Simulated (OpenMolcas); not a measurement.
**Ba I: effect of the level shift or regulariser**

```yaml
Program: OpenMolcas
Basis: ANO-RCC-VDZP [7s6p3d1f]
Scalar_Hamiltonian: DKH2, point nucleus
Active_space: 2 electrons in 4 orbitals (6s 6p)
State_averaging: 2S+1 = 3 even, 3 roots; 2S+1 = 1 even, 6 roots; 2S+1 = 3 odd, 3 roots; 2S+1 = 1 odd, 3 roots
Spin-orbit_coupling: RASSI with atomic mean-field integrals over the reference wave functions, term energies averaged over their components
```

Methods on the same reference wave functions:
A. CASSCF
B. SS-CASPT2, IPEA 0.25 Eh, imaginary shift 0.1 Eh (closed shells correlated: 5s 5p)
C. SS-CASPT2, IPEA 0.25 Eh, imaginary shift 0.3 Eh (closed shells correlated: 5s 5p)

Energies in cm⁻¹ above 6s² ¹S₀, the measured ground level; measured values from NIST Handbook of Basic Atomic Spectroscopic Data.

```
     Level      A      B      C  Measured
   6s² ¹S₀    0.0    0.0    0.0       0.0
6s 6p ³P°₀  10113  11420  11450     12266
6s 6p ³P°₁  10392  11700  11730     12637
6s 6p ³P°₂  10962  12270  12300     13515
6s 6p ¹P°₁  23269  22000  22510     18060
   6p² ³P₀  30207  32330  32340          
   6p² ³P₁  30464  32580  32600          
   6p² ³P₂  30945  33000  33060
```

Deviations, from unrounded energies. A percentage is the sum of absolute deviations over the sum of measured energies, with the sign that they share, or ± where signs differ.

```json
{"Against measurement": "mean absolute deviation (cm-1)", "Levels": "4", "A": "3000", "B": "1700", "C": "1800"}
{"Against measurement": "other configurations (%)", "Levels": "4", "A": "±21.5", "B": "±12.3", "C": "±13.1"}
```

B lies closest to measurement on these levels and A furthest from it. The largest miss of B in the table is 6s 6p ¹P°₁, by +3900 cm-1. The ranking rests on the paired levels alone, and a cruder setting can come out closer through cancelling errors.

Between B and C the level of the table that moves most is 6s 6p ¹P°₁, by 510 cm-1 (lowest in B, highest in C). Moves below CASPT2's spread within the term are not significant.

The lowest spin-free term lies below A's lowest term by 0.055 hartree in B, 0.055 hartree in C.

The ¹D term of p² mixes with s d, which this space lacks. Computed and measured levels are paired by configuration, term and J; levels that our copy of the source lacks, or whose pairing is in doubt (as where it misses far off the trend of its configuration), stay unpaired and out of the deviations. Only configurations of the active space appear. The table leaves out levels that lie high or whose names do not pair safely across all columns.

° marks odd parity.
